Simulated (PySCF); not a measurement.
**Electron correlation in As²⁺ (arsenic, charge +2)**

[Ar] 3d10 4s2 4p1, 2P determinant. Calculation: PySCF 2.14, in aug-cc-pwCVDZ-PP with ECP10MDF (6s5p4d1f, 48 functions); scalar relativity through the core potential. Frozen: 3s2 3p6 3d10; 3 electrons correlated.

```json
{"level": "CCSD", "correlation energy (mhartree)": "-51.46"}
{"level": "(T)", "correlation energy (mhartree)": "-0.52"}
{"level": "CCSD(T)", "correlation energy (mhartree)": "-51.98"}
{"level": "CCSDT", "correlation energy (mhartree)": "-52.16"}
```

Diagnostics: T1 = 0.0084, D1 = 0.0201, largest double amplitude 0.096.

Cost of the coupled-cluster step: roughly 1.2 core-seconds, for 3 correlated electrons.

Iterations:

```
CC2 = 0
CCSD nocc = (np.int64(2), np.int64(1)), nmo = (39, 39)
frozen orbitals [[0, 1, 2, 3, 4, 5, 6, 7, 8], [0, 1, 2, 3, 4, 5, 6, 7, 8]]
max_cycle = 100
direct = 0
conv_tol = 1e-08
conv_tol_normt = 1e-06
diis_space = 8
diis_start_cycle = 0
Init t2, MP2 energy = -0.0362984877728213
Init E_corr(UCCSD) = -0.0362984877776595
cycle = 1  E_corr(UCCSD) = -0.0462124902548697  dE = -0.00991400248  norm(t1,t2) = 0.0454253
cycle = 2  E_corr(UCCSD) = -0.0494676325498776  dE = -0.0032551423  norm(t1,t2) = 0.0176933
cycle = 3  E_corr(UCCSD) = -0.0514688036634328  dE = -0.00200117111  norm(t1,t2) = 0.00748164
cycle = 4  E_corr(UCCSD) = -0.0514501125393507  dE = 1.86911241e-05  norm(t1,t2) = 0.000794454
cycle = 5  E_corr(UCCSD) = -0.051458913096707  dE = -8.80055736e-06  norm(t1,t2) = 7.25593e-05
cycle = 6  E_corr(UCCSD) = -0.0514564265498333  dE = 2.48654687e-06  norm(t1,t2) = 1.10758e-05
cycle = 7  E_corr(UCCSD) = -0.051457509969338  dE = -1.0834195e-06  norm(t1,t2) = 3.22112e-06
cycle = 8  E_corr(UCCSD) = -0.0514572341472897  dE = 2.75822048e-07  norm(t1,t2) = 8.54194e-07
cycle = 9  E_corr(UCCSD) = -0.0514572464433566  dE = -1.22960669e-08  norm(t1,t2) = 1.32305e-07
cycle = 10  E_corr(UCCSD) = -0.0514572683342349  dE = -2.18908783e-08  norm(t1,t2) = 8.28114e-08
cycle = 11  E_corr(UCCSD) = -0.0514572673363868  dE = 9.97848061e-10  norm(t1,t2) = 8.95556e-09
UCCSD converged
E(UCCSD) = -330.2430726876274  E_corr = -0.05145726733638685
UCCSD(T) correction = -0.000516655181849876
```
